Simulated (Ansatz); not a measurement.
One change: `OC[SiH](F)S` becomes `OC[SiH2]F`.

Ansatz, PBE0-D4/def2-TZVP geometries, multiplicity 1. Each molecule was computed in one conformer, which needn't be the lowest.

```csv
property,`OC[SiH](F)S`
HOMO–LUMO gap (PBE0/def2-TZVPP) / eV,7.76
LUMO energy (B3LYP/def2-TZVPP) / eV,-0.21
size of the dipole moment (B3LYP/def2-TZVPP) / D,1.49
LUMO energy (PBE0/def2-TZVPP) / eV,0.07
HOMO energy (B3LYP/def2-TZVPP) / eV,-7.45
HOMO–LUMO gap (ωB97M-V/def2-TZVPP) / eV,11.70
```

Question: What does the change do to each property? (An estimate is asked.)

Answer: Ansatz gave: 
```tsv
property	`OC[SiH2]F`	shift
HOMO–LUMO gap (PBE0/def2-TZVPP) / eV	7.71	-0.05
LUMO energy (B3LYP/def2-TZVPP) / eV	-0.29	-0.08
size of the dipole moment (B3LYP/def2-TZVPP) / D	1.23	-0.26
LUMO energy (PBE0/def2-TZVPP) / eV	-0.03	-0.10
HOMO energy (B3LYP/def2-TZVPP) / eV	-7.51	-0.06
HOMO–LUMO gap (ωB97M-V/def2-TZVPP) / eV	11.76	0.06
```

With PBE0 the HOMO falls by 0.05 eV and the LUMO falls by 0.10 eV, so the gap narrows by about 0.05 eV. PBE moves the HOMO by 0.11 eV and ωB97M-V by -0.16 eV. Dipoles are sizes alone; their direction can turn.

B3LYP here is the variant with VWN-RPA as its local correlation; programs differ in this.
